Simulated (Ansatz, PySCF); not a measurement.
SnI3, SMILES [Sn-]([I])([I])[I], charge -1. Atoms are numbered in the order given.

```xyz
4

Sn     0.0000     0.0000     1.0486
I     -2.2197    -1.2816    -0.3318
I      0.0000     2.5631    -0.3318
I      2.2197    -1.2816    -0.3318
```
Charge -1, spin multiplicity 1.

Geometry: B3LYP-D3(BJ)/def2-SVPD. The isomer is the one that the SMILES or the coordinates give; other isomers of the formula were not compared. The def2 effective core potentials stand for the cores of I, Sn; spin–orbit coupling is left out.

Two levels are set side by side: PBE-D3(BJ)/def2-SVPD (Ansatz, a program for electronic structure) and B3LYP-D3(BJ)/def2-SVPD (Ansatz). Each level has its own optimised geometry; the coordinates shown are those of the second. Frequencies come from the Hessian of PySCF at each geometry. Differences are taken from unrounded values.

```csv
quantity,B3LYP-D3(BJ)
mean bond length (Å),2.911
bond Sn1–I2 (Å),2.911
bond Sn1–I3 (Å),2.911
bond Sn1–I4 (Å),2.911
highest harmonic wavenumber (cm⁻¹),155
mean harmonic wavenumber (cm⁻¹),97
zero-point energy (kcal/mol),0.83
```

Q: What does PBE-D3(BJ) give, and how far is it from B3LYP-D3(BJ)? (The exact figures need the calculation; the answer reports its results.)

A: 
```tsv
quantity	PBE-D3(BJ)	PBE-D3(BJ) minus B3LYP-D3(BJ)
mean bond length (Å)	2.905	-0.006
bond Sn1–I2 (Å)	2.905	-0.006
bond Sn1–I3 (Å)	2.905	-0.006
bond Sn1–I4 (Å)	2.905	-0.006
highest harmonic wavenumber (cm⁻¹)	153	-1
mean harmonic wavenumber (cm⁻¹)	96	-1
zero-point energy (kcal/mol)	0.82	-0.01
```

Here PBE gives about what the other level gives.
